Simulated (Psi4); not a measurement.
Interaction energy of CHF3 ··· C4H4S (SMILES FC(F)F and c1ccsc1). Monomers: optimised at B3LYP-D3(BJ) (def2-TZVP), held rigid. Orientation: lowest of the rigid-body minima from ten starts at GFN2-xTB. R is the distance of the centres of mass, along which the second monomer moves.

Calculation: SAPT0/jun-cc-pVDZ, frozen core in Psi4 1.11.

Components in kcal/mol:

| R / Å | electrostatics | exchange | induction | dispersion | total |
|---|---|---|---|---|---|
| 3.12 | -14.10 | 34.87 | -4.18 | -8.39 | 8.19 |
| 3.30 | -8.71 | 19.71 | -2.58 | -6.07 | 2.35 |
| 3.51 | -5.25 | 10.06 | -1.50 | -4.22 | -0.91 |
| 3.71 | -3.48 | 5.27 | -0.92 | -3.02 | -2.15 |
| 3.95 | -2.34 | 2.41 | -0.53 | -2.06 | -2.52 |
| 4.07 | -1.99 | 1.63 | -0.41 | -1.71 | -2.48 |
| 4.42 | -1.37 | 0.51 | -0.21 | -1.02 | -2.08 |
| 4.70 | -1.08 | 0.20 | -0.13 | -0.69 | -1.71 |
| 5.25 | -0.75 | 0.03 | -0.06 | -0.34 | -1.12 |
| 5.90 | -0.51 | 0.00 | -0.03 | -0.16 | -0.69 |
| 6.94 | -0.29 | 0.00 | -0.01 | -0.06 | -0.36 |
| 8.24 | -0.16 | 0.00 | 0.00 | -0.02 | -0.18 |
